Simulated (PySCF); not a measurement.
First SCF of a structure search on doublet CuO₂, at a hand-made bent geometry. PySCF input:

```python
from pyscf import gto, scf, dft
mol = gto.M(atom='''
Cu     0.000000     0.000000     0.000000
O      1.408900     0.000000     0.986600
O     -1.408900     0.000000     0.986600''',
    basis={'Cu': 'def2-TZVP', 'O': 'def2-TZVP'},
    charge=0, spin=1)
mf = dft.UKS(mol, xc='PBE0')
mf.grids.atom_grid = (50, 194)
aux = {'Cu': 'def2-universal-JKFIT', 'O': 'def2-universal-JKFIT'}
mf = mf.density_fit(auxbasis=aux)
mf.conv_tol = 1e-08
mf.diis_space = 10
mf.max_cycle = 60
mf.init_guess = 'minao'
mf.verbose = 4
mf.kernel()
```

Excerpt of the output (cycles alone):

```
init E= -1790.00976071918
cycle= 1 E= -1785.23846277579  delta_E= 4.77  |g|=  4.6  |ddm|= 1.59
cycle= 2 E= -1763.37628662368  delta_E= 21.9  |g|= 9.54  |ddm|= 8.04
cycle= 3 E= -1788.68800403869  delta_E= -25.3  |g|=  3.1  |ddm|= 7.14
cycle= 4 E= -1788.14650617271  delta_E= 0.541  |g|= 2.28  |ddm|= 1.74
cycle= 5 E= -1790.23042591629  delta_E= -2.08  |g|= 0.891  |ddm|= 1.73
cycle= 6 E= -1790.38852143718  delta_E= -0.158  |g|= 0.204  |ddm|= 0.43
cycle= 7 E= -1790.39879731312  delta_E= -0.0103  |g|= 0.0534  |ddm|= 0.0962
cycle= 8 E= -1790.39971691759  delta_E= -0.00092  |g|= 0.0338  |ddm|= 0.0361
cycle= 9 E= -1790.400390238  delta_E= -0.000673  |g|= 0.0046  |ddm|= 0.0473
cycle= 10 E= -1790.40052553057  delta_E= -0.000135  |g|= 0.00577  |ddm|= 0.0173
cycle= 11 E= -1790.40054450737  delta_E= -1.9e-05  |g|= 0.00549  |ddm|= 0.00223
cycle= 12 E= -1790.40037541973  delta_E= 0.000169  |g|= 0.00441  |ddm|= 0.0219
cycle= 13 E= -1790.40011118115  delta_E= 0.000264  |g|= 0.0116  |ddm|= 0.0332
cycle= 14 E= -1790.39979090086  delta_E= 0.00032  |g|= 0.00437  |ddm|=  0.1
cycle= 15 E= -1790.39979388584  delta_E= -2.98e-06  |g|= 0.00257  |ddm|= 0.00241
cycle= 16 E= -1790.39978262829  delta_E= 1.13e-05  |g|= 0.00223  |ddm|= 0.021
cycle= 17 E= -1790.39978600608  delta_E= -3.38e-06  |g|= 0.00296  |ddm|= 0.0218
cycle= 18 E= -1790.39979174936  delta_E= -5.74e-06  |g|= 0.000882  |ddm|= 0.00929
cycle= 19 E= -1790.39979275617  delta_E= -1.01e-06  |g|= 0.00056  |ddm|= 0.00526
cycle= 20 E= -1790.39979312917  delta_E= -3.73e-07  |g|= 0.00047  |ddm|= 0.00119
cycle= 21 E= -1790.39979224851  delta_E= 8.81e-07  |g|= 0.000393  |ddm|= 0.00186
cycle= 22 E= -1790.39979202601  delta_E= 2.23e-07  |g|= 0.000128  |ddm|= 0.00293
cycle= 23 E= -1790.39979203214  delta_E= -6.13e-09  |g|= 3.97e-05  |ddm|= 0.000937
Extra cycle  E= -1790.39979202122  delta_E= 1.09e-08  |g|= 0.000194  |ddm|= 0.000121
converged SCF energy = -1790.39979202122  <S^2> = 0.83155336  2S+1 = 2.0799552
```

This is not the lowest solution: another start and a stability analysis within the same unrestricted form found one 80.5 kJ/mol lower, at -1790.43045 Eh.

Other spin states or occupations of the open shell can lie lower.

The search for the lowest solution, 3 starts and the stability check together, took 17 s on 4 threads of a shared Arm Neoverse V1 host, with 107 basis functions; the process peaked at 0.47 GiB.
